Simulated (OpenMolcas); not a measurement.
Ta3+: effect of the active space

| Property | Result |
| --- | --- |
| Program | OpenMolcas 26.06 |
| Method | CASSCF or its RAS form |
| Basis | ANO-RCC-VDZP |
| Scalar Hamiltonian | DKH2, point nucleus |
| Spin-orbit coupling | state interaction with AMFI integrals over the reference wave functions, term energies averaged over their components |

A. 2 electrons in 5 orbitals (5d); 2S+1 = 3 even, 10 roots; 2S+1 = 1 even, 15 roots; cost of the order of 7 core-seconds
B. 2 electrons in 9 orbitals (RAS2 5d 6s; RAS3 6p, at most 2 electrons); 2S+1 = 3 even, 15 roots; 2S+1 = 1 even, 21 roots kept (CI in the orbitals of an earlier block); 2S+1 = 3 odd, 18 roots; 2S+1 = 1 odd, 18 roots kept (CI in the orbitals of an earlier block); cost roughly 40 core-seconds

Energies in cm⁻¹ above 5d² ³F₂.

```
         Level      A      B
       5d² ³F₂    0.0    0.0
       5d² ³F₃   5246   5480
       5d² ³F₄   9989  10255
       5d² ³P₀  12746  12689
5d² ¹D₂ [55 %]  13707  12513
       5d² ³P₁  15639  15777
       5d² ¹G₄  21067  21471
5d² ³P₂ [61 %]  21397  20743
       5d² ¹S₀  42389  40198
```

Between A and B the level of the table that moves most is 5d² ¹S₀, by 2200 cm-1 (lowest in B, highest in A).

Without dynamic correlation excited terms often stand tens of per cent too high (terms of higher spin than the ground term too low), and those without a measured partner can miss by more than the paired ones. The basis is small and was not contracted for so high a charge. Terms from blocks run as CI alone lack orbitals of their own (holds for B). Only configurations of the active space appear. The table leaves out levels that lie high or whose names do not pair safely across all columns.

A share in square brackets marks a mixed level and gives the weight of the term that names it, the lowest over the columns.
